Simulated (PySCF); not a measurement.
Vertical excitations of a molecule C5H5BO from TDA-ωB97X/def2-SVPD in PySCF 2.14.0, as energy in eV (oscillator strength): 5.00 (0.000), 5.41 (0.000), 5.78 (0.081), 6.12 (0.055), 6.62 (0.000), 6.83 (0.000), 6.92 (0.001), 7.90 (0.275), 8.23 (0.094), 8.35 (0.643). Lowest triplet (TDA): 4.48 eV. The structure is a stationary point at B3LYP-D3(BJ)/def2-SVP. One conformer was computed; it need not be the lowest.

### Question
Which molecule gave these data?
A. C#CC1=CB(O)C1
B. C#CB1C=COC1
C. C#CC1=CB(C)O1
D. C#CB(C#C)OC

### Answer
D, C#CB(C#C)OC
